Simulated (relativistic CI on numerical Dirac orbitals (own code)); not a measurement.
## d1 to d9 in one octahedral field

Computed with a parametric ligand-field model without spin-orbit coupling, by exact diagonalisation: B = 520, C = 2070, 10Dq = 26900 cm⁻¹ (Oh; |10Dq|/B = 51.7) for every shell. Energies in cm⁻¹; the field energy is (0.6 n_e − 0.4 n_t2) × 10Dq of the ground term; g labels are left out. So small a B with so large a field is typical of 4d and 5d ions, where spin-orbit coupling, left out here, reaches 1,000 to 4,000 cm⁻¹.

| Shell | Ground term | Electrons in e | Field energy | First spin-allowed bands | Lowest term of other spin |
| --- | --- | --- | --- | --- | --- |
| d1 | 2T2 | 0.000 | -10760 | 2E 26900 |  |
| d2 | 3T1 | 0.009 | -21265 | 3T2 25645, 3T1 32191 | 1T2 7443 |
| d3 | 4A2 | 0.000 | -32280 | 4T2 26900, 4T1 32710 | 2E 10318 |
| d4 | 3T1 | 0.014 | -42651 | 3E 24873, 3T1 25378 | 1T2 6340 |
| d5 | ? | ? | ? | ? | ? |
| d6 | 1A1 | 0.021 | -64006 | 1T1 25376, 1T2 32798 | 3T1 20990 |
| d7 | 2E | 1.014 | -48050 | 2T1 25256, 2T2 25762 | 4T1 16706 |
| d8 | 3A2 | 2.000 | -32280 | 3T2 26900, 3T1 32710 | 1E 8240 |
| d9 | 2E | 3.000 | -16140 | 2T2 26900 |  |

Problem. Fill in the row of d5.

Solution. Ground term: 2T2; Electrons in e: 0.028; Field energy: -53056; First spin-allowed bands: 2A2 24110, 2T1 24298; Lowest term of other spin: 4T1 16832. Low spin: d4, d5, d6, d7; the other shells keep the spin of the free ion. Only d4 to d7 can choose; the field needed to pair spins is smallest for d6 and largest for d5, which loses most exchange energy. In the strong-field picture 10Dq must exceed about 6B + 5C = 13470 (d4), 7.5B + 5C = 14250 (d5), 2.5B + 4C = 9580 (d6) and 4B + 4C = 10360 (d7); mixing of terms shifts these bounds somewhat.
